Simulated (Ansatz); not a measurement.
Compare A (`BC(C)C=N`) with its isomer B (`BNC(=C)C`).

Isolated molecules relaxed with PBE0-D4/def2-TZVP in Ansatz; ΔE leaves out vibrations. CBS: MP2 limit from def2 TZ/QZ plus the TZ coupled-cluster correction, frozen cores. Functionals use def2-TZVPP. B3LYP here is the variant with VWN-RPA as its local correlation; programs differ in this. One conformer a species, not always the lowest.

Problem. Which is lower in electronic energy at CCSD(T)/CBS, and by how much? (An estimate is asked.)

Solution. Ansatz gave: B, by 38.2 kcal/mol.

Problem. Give E(B) − E(A) in kcal/mol with CCSD/def2-TZVPP, ωB97M-V, r2SCAN-D4, B3LYP-D4, PBE0-D4, HF/def2-TZVPP, MP2/def2-TZVPP. (An estimate is asked.)

Solution. The calculation gave: CCSD/def2-TZVPP -37.0, ωB97M-V -38.0, r2SCAN-D4 -39.7, B3LYP-D4 -39.6, PBE0-D4 -39.1, HF/def2-TZVPP -35.9, MP2/def2-TZVPP -38.4. None reverses the order clearly.

Largest T1 diagnostic: 0.013.

In def2-TZVPP, CCSD(T) changes the Hartree–Fock value by −1.6 kcal/mol (the triples alone add −0.4 kcal/mol) and MP2 by −2.5 kcal/mol.
